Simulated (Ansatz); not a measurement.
Geometry optimisation, Ansatz, RKS PBE/def2-SVP.

input.yaml

```yaml
crystal:
  periodic: [false, false, false]
  atoms:
    - { symbol: Hf, position_ang: [-0.167431, 0.050855, -0.059119] }
    - { symbol: O, position_ang: [-0.50005, -0.373229, 1.895095] }
    - { symbol: Si, position_ang: [-1.418014, -0.296998, 3.310059] }
    - { symbol: H, position_ang: [-2.710993, -1.051168, 3.114743] }
    - { symbol: H, position_ang: [-0.630783, -0.926006, 4.42486] }
    - { symbol: H, position_ang: [-1.731688, 1.137063, 3.647089] }
    - { symbol: F, position_ang: [1.671583, 0.446925, -0.431055] }
    - { symbol: F, position_ang: [-1.083671, 1.695168, -0.363462] }
    - { symbol: Cl, position_ang: [-1.15033, -1.514449, -1.545427] }
    - { symbol: S, position_ang: [1.569594, -2.989443, 1.262382] }
    - { symbol: H, position_ang: [0.465253, -3.726203, 0.934009] }
    - { symbol: H, position_ang: [0.81133, -2.148514, 2.063726] }
basis:
  gaussian: { orbitals: def2-SVP }
hamiltonian:
  xc: pbe
relax:
  f_tol: 0.03
  max_steps: 50
```

Run as:

```bash
$ ansatz run input.yaml --threads 4 --pin off --max-ram 5120MiB --backend cpu --events-out ev --progress --plain --runs-dir out
```

Question: Where does it end, and by what steps?

Answer: The run converged. The force dipped under the threshold on the way, but the program's further checks kept it going. After 19 steps the energy has fallen by 0.318 eV; H12 moved furthest, 1.05 Å. Joined: Hf1–S10 (3.74 → 2.97 Å).

```csv
step,energy less start (eV),largest force component (eV/Å),accepted
0,0.0000,1.299,yes
1,-0.1012,0.354,yes
2,-0.1655,0.635,yes
3,-0.2041,1.043,yes
4,-0.2627,0.337,yes
5,-0.2749,0.402,yes
6,-0.2881,0.312,yes
7,-0.2825,0.571,no
8,-0.2978,0.136,yes
9,-0.3029,0.224,yes
10,-0.3080,0.173,yes
11,-0.3064,0.393,no
12,-0.3139,0.048,yes
13,-0.3158,0.161,yes
14,-0.3154,0.155,no
15,-0.3173,0.025,yes
16,-0.3178,0.032,yes
17,-0.3181,0.065,yes
18,-0.3183,0.040,yes
19,-0.3184,0.011,yes
```

```xyz
12
Properties=species:S:1:pos:R:3
Hf -0.142 -0.179 0.055
O -0.858 -0.389 1.857
Si -1.595 -0.210 3.356
H -2.966 -0.825 3.322
H -0.764 -0.916 4.395
H -1.700 1.247 3.709
F 1.724 0.316 0.004
F -0.923 1.493 -0.467
Cl -1.069 -1.642 -1.600
S 1.317 -2.701 0.627
H 0.298 -3.457 1.122
H 1.803 -2.433 1.873
```

Whether the end is a true minimum wasn't checked by a vibrational analysis.

The run took 66 s on 4 threads of Arm Neoverse V2 (shared host), peak memory 0.25 GiB.
